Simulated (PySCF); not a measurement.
# Hartree-Fock beside MP2: AlBClH2O cation

Calculated results; nothing here was measured. They come from PySCF 2.14.0, an open-source quantum chemistry program, on an isolated molecule that a program drew, which may never have been made. The molecule is AlBClH2O cation (charge +1, singlet), drawn as the SMILES string `[OH][AlH][B+]Cl`.

The geometry was optimised and harmonic frequencies were computed with HF and MP2, all in the cc-pV(D+d)Z basis, for the commonest isotopes, with a restricted reference for singlets and an unrestricted one otherwise, and a frozen core in MP2. Each result is a local minimum of its method.

Geometry at the HF minimum:
```xyz
6
AlBClH2O cation, angstrom
O    -2.1154    1.2165    0.0203
Al   -1.2896   -0.1285   -0.4530
B     0.1282   -0.3635    1.2552
Cl    1.1291   -0.4683    2.5335
H    -2.8097    1.7902   -0.2630
H    -1.2362   -1.1470   -1.6155
```

Lengths of the bonds as drawn, in Å (atoms numbered as above):
| bond | HF | MP2 |
|---|---|---|
| O1-Al2 | 1.648 | 1.679 |
| Al2-B3 | 2.232 | 2.219 |
| B3-Cl4 | 1.627 | 1.628 |
| O1-H5 | 0.944 | 0.966 |
| Al2-H6 | 1.547 | 1.551 |

Rotational constants, in GHz:
| constant | HF | MP2 |
|---|---|---|
| A | 16.06 | 15.29 |
| B | 1.534 | 1.563 |
| C | 1.4 | 1.418 |

Harmonic frequencies in cm^-1, each column in rising order, so a row needn't be the same motion in every method:
```
rank,HF,MP2
1,94,83
2,219,205
3,298,287
4,350,342
5,452,445
6,489,470
7,495,540
8,636,611
9,970,916
10,1221,1224
11,2139,?
12,4205,3906
```

**Estimate the missing MP2 frequency from the HF column.**

A single factor s that minimises the squared misfit of MP2 against s times HF over the other rows is sum(HF x MP2) / sum(HF^2) = 0.9384, with an rms misfit of 36 cm^-1. For rank 11 it gives 0.9384 x 2139 = 2007 cm^-1. The calculation gives 2094 cm^-1, 87 cm^-1 above the estimate. The drawn bonds are on average 0.8 % longer in MP2 than in HF.
